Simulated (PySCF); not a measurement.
Si(Cl)2(I)(OH) (Cl2HIOSi), SMILES O[Si](Cl)(Cl)I. Coordinates come from a B3LYP-D3(BJ)/def2-SVP optimisation. This is a generated structure with no PubChem entry under its InChIKey; it may be hypothetical. The def2 effective core potentials stand for the cores of I; spin–orbit coupling is left out. The values are those of a single conformer.

Computed equilibrium geometry at B3LYP-D3(BJ)/def2-SVP (PySCF confirms it by a frequency run) as bond lengths and angles, and its point group (one conformer of several):
point group Cs.
Atoms: O1 Si2 Cl3 Cl4 I5 H6. Bonds (Å): O1–Si2 1.643, O1–H6 0.967, Si2–Cl3 2.061, Si2–Cl4 2.061, Si2–I5 2.430. Bond angles (°): Si2–O1–H6 117.6, O1–Si2–Cl3 110.8, O1–Si2–Cl4 110.8, O1–Si2–I5 106.6, Cl3–Si2–Cl4 107.4, Cl3–Si2–I5 110.6, Cl4–Si2–I5 110.6.
